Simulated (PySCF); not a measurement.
C4H6F2. Atoms are numbered in the order given.

```xyz
12

C     -2.5423    -0.2807    -0.1746
C     -1.1690    -0.7997    -0.5889
C     -0.1256     0.2716    -0.6213
C      0.9565     0.2871     0.1457
F      1.2743    -0.6395     1.0234
F      1.8718     1.2287     0.1355
H     -2.5155     0.1409     0.8418
H     -2.8916     0.5132    -0.8535
H     -3.2918    -1.0865    -0.1897
H     -0.8485    -1.6030     0.0923
H     -1.2414    -1.2590    -1.5906
H     -0.2441     1.1228    -1.2964
```
Charge 0, spin multiplicity 1.

The structure is a stationary point at PBE0-D3(BJ)/def2-SVP. Other conformers were not sampled.

Calculation: PBE/pcSseg-1 in PySCF.

GIAO shieldings, no solvent; atoms listed in one row are averaged. δ = σ(ref) − σ: ¹³C against TMS (σ = 182.0 ppm); ¹⁹F against CFCl3 (σ = 133.6 ppm); ¹H against TMS (σ = 31.49 ppm), references at their B3LYP-D3(BJ)/def2-TZVP geometries, non-relativistic.

Computed chemical shifts:
```
nucleus       atoms  count  δ (ppm)
-------  ----------  -----  -------
¹³C              C4      1    168.2
¹³C              C3      1     83.9
¹³C              C2      1     23.8
¹³C              C1      1     19.6
¹⁹F              F6      1   -108.5
¹⁹F              F5      1   -114.0
¹H              H12      1     4.20
¹H              H10      1     2.39
¹H              H11      1     2.29
¹H       H7, H8, H9      3     1.31
```
